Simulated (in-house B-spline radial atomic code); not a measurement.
RPA and G0W0 on PBEsol: the tellurium ion Te⁵⁺

Configuration [Kr] 4d10 5s1, highest spin, mean-field start PBEsol. Computed with an all-electron radial atomic-structure program (B-spline basis): all electrons, scalar-relativistic (spin-free one-electron X2C), finite nucleus, each spin shell either full or empty, empty states to l = 9 with an (l + 1/2)⁻⁴ tail; G0W0 by contour deformation at full frequency.

Command:
```bash
python run_gw.py task.json out
```
Settings (radii: box in bohr, nucleus in fm):
```
Z                        52
electrons                47
configuration            [Kr] 4d10 5s1
hamiltonian              x2c
method                   pbesol
lmax                     9
rms_radius               4.7423
spin_polarised           True
box_radius               10.43
intervals                67
ion_configuration        [Kr] 4d10
```

Cost of the run: 13 s on 1 thread of Arm Neoverse N1, with other jobs on the host.

Energies (hartree):

```tsv
term	value
mean-field total	-6784.82725
Hartree-Fock functional on these orbitals	-6785.57128
direct second order	-4.2661
second-order exchange	1.1805
SOSEX correction	1.1038
```

Question: What is the RPA correlation energy, and what remains with SOSEX?

Answer: RPA gives -3.7764 hartree (-2.19 eV per electron); RPA + SOSEX gives -2.6726, and the second-order doubles -3.0856 hartree (no singles). RPA lacks exchange-type terms and so overcorrelates at short range.

Quasi-particle levels (eV):

```
  level  occupied  mean field  Σx - vxc     Σc  QP weight     G0W0
  5s up       yes      -65.71     -3.56      ?          ?        ?
4d down       yes      -98.58    -11.39   0.58      0.946  -109.39
  4d up       yes      -98.94    -11.38   0.60      0.938  -109.71
5s down        no      -64.14      8.47  -3.08      0.954   -58.75
```

G0W0 = mean field + (Σx - vxc) + Σc, with Σc (partial-wave tail included) taken at the quasi-particle energy. Only the outer levels were computed. Levels of low weight are left out.

Question: Where does G0W0 put 5s up?

Answer: At -71.52 eV, with Σc = -2.25 eV and a quasi-particle weight of 0.969. The tabulated removal energy is 69.1 ± 2 eV (NIST, tabulated theory); the calculation leaves out spin-orbit coupling, Breit and QED terms, and what these don't explain is the method's own error.

Question: What does it cost to remove one electron (to [Kr] 4d10) by differences of total energies, each species on its own start (correlation terms add to the Hartree-Fock functional)?

Answer: PBEsol 71.37 eV, Hartree-Fock functional 68.95 eV, + RPA 71.28 eV, + RPA + SOSEX 70.51 eV, + second order 71.59 eV. Tabulated: 69.1 ± 2 eV (NIST, tabulated theory); the calculation leaves out spin-orbit coupling, Breit and QED terms, and what these don't explain is the method's own error.
